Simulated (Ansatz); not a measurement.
Input for Ansatz (a first-principles code): U-PBE/def2-TZVPP on OH (SMILES [OH]).

Ansatz 0.2 input:
```yaml
crystal:
  periodic: [false, false, false]
  atoms:
    - {symbol: O, position_ang: [0.00000000, -0.00000000, 0.48836012]}
    - {symbol: H, position_ang: [-0.00000000, 0.00000000, -0.48836012]}
basis:
  gaussian:
    orbitals: def2-TZVPP
hamiltonian:
  xc: {name: PBE}
magnetization: {spin_polarized: true, initial_magnetization: 1}
```

Program output:

```
WARN ansatz: RAYON_NUM_THREADS=4 ignored (pool sized by the plan → 4); use --threads N
Functional definition: PBE
integrals: 0.00 GiB planned
210 factors; their error is unknown
mean field: 0.09 GiB planned
mean field evaluation 1: about -2057.7312 eV, gradient 2.3e1 eV
mean field evaluation 2: about -2054.7453 eV, gradient 3.7e1 eV
mean field evaluation 4: about -2059.4515 eV, gradient 3.1e-1 eV
mean field evaluation 8: about -2059.4491 eV, gradient 2.2e-3 eV
mean field evaluation 16: about -2059.4544 eV, gradient 6.0e-4 eV
mean field -2059.44905432 eV, -75.6833568014 hartree, gradient 4.5e-5 eV, S^2 0.752038; 2 other end points of the search recorded, 0 dependent functions left out
reference -2059.44907106 eV, -75.6833574166 hartree; 5, 4 occupied and 40, 41 virtual orbitals, 210 factors
Total energy: -2059.44907106 eV, -75.6833574166 hartree
```

The run converged.

Cost: very roughly 0.5 core-seconds.
